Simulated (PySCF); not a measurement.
ClH2NOSW, multiplicity 1. Atoms are numbered in the order given.

```xyz
7

W      0.1415    -0.1089    -0.1187
O      1.8144    -0.3649     0.1148
N     -0.4599    -1.1266    -1.4182
H     -0.2480    -1.8146    -2.1399
Cl    -0.2773     2.0960    -0.6456
S     -0.9222    -0.8530     1.8534
H     -2.0492    -1.3036     1.2525
```
Charge 0, spin multiplicity 1.

The structure is a stationary point at B3LYP-D3(BJ)/def2-SVP. The spin state was assumed, not searched. The structure was generated by enumeration; whether it is a known compound was not checked. The def2 effective core potentials stand for the cores of W; spin–orbit coupling is left out. The values are those of a single conformer.

Calculation: PBE/def2-TZVP (PySCF).

Isolated molecule, no solvent.

```
Item                                                                                                           Result
---------------------------------------------------------------------------------------------  ----------------------
total energy                                                                                      -1056.49799 hartree
highest occupied level                                                                                       -7.00 eV
lowest empty level                                                                                           -3.35 eV
orbital gap                                                                                                   3.65 eV
dipole moment                                                                                                  2.32 D
quadrupole, principal values (traceless, Buckingham form, about the centre of nuclear charge)   -7.96, 1.16, 6.80 D·Å
mean static polarisability                                                                      83.5 bohr³ (12.38 Å³)
polarisability, principal values                                                               71.0, 81.6, 98.0 bohr³
```
